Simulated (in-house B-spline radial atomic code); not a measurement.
Orbital energies and mean radii along the 7-electron series, configuration [He] 2s2 2p3. The effective charge is n√(-2ε), a non-relativistic measure. Computed with a radial B-spline atomic code at the basis-set limit: non-relativistic Hartree-Fock, average of the configuration, point nuclei.

This level leaves out relativity, spin-orbit splitting included, which matters for heavy ions.

```csv
ion,Z,energy of 2p (Eh),mean radius of 2p (bohr),energy of 1s (Eh),mean radius of 1s (bohr),energy of 2s (Eh),mean radius of 2s (bohr),effective charge of 2p
Mn18+,25,-52.365,0.2291,-272.34,0.061254,-55.016,0.26575,20.468
Fe19+,26,-57.626,0.21903,-296.12,0.058854,-60.4,0.25447,21.471
Co20+,27,?,?,?,?,?,?,?
Ni21+,28,-68.899,0.20134,-346.66,0.054576,-71.917,0.23455,23.477
Cu22+,29,-74.91,0.19353,-373.43,0.052662,-78.05,0.22572,24.48
Zn23+,30,-81.172,0.1863,-401.2,0.050877,-84.434,0.21753,25.483
Ga24+,31,?,?,?,?,?,?,?
Ge25+,32,-94.445,0.17335,-459.75,0.047648,-97.951,0.20282,27.487
As26+,33,-101.46,0.16753,-490.52,0.046182,-105.09,0.19618,28.489
```

(1) Fill in the row of Co20+.

(2) Fill in the row of Ga24+.

(3) How does the screening of 2p change?

Answers

(1) energy of 2p (Eh): -63.138; mean radius of 2p (bohr): 0.20981; energy of 1s (Eh): -320.89; mean radius of 1s (bohr): 0.056634; energy of 2s (Eh): -66.033; mean radius of 2s (bohr): 0.2441; effective charge of 2p: 22.474.

(2) energy of 2p (Eh): -87.683; mean radius of 2p (bohr): 0.17959; energy of 1s (Eh): -429.98; mean radius of 1s (bohr): 0.04921; energy of 2s (Eh): -91.068; mean radius of 2s (bohr): 0.20992; effective charge of 2p: 26.485.

(3) Z less the effective charge goes from 4.53 at Z = 25 to 4.51 at Z = 33.
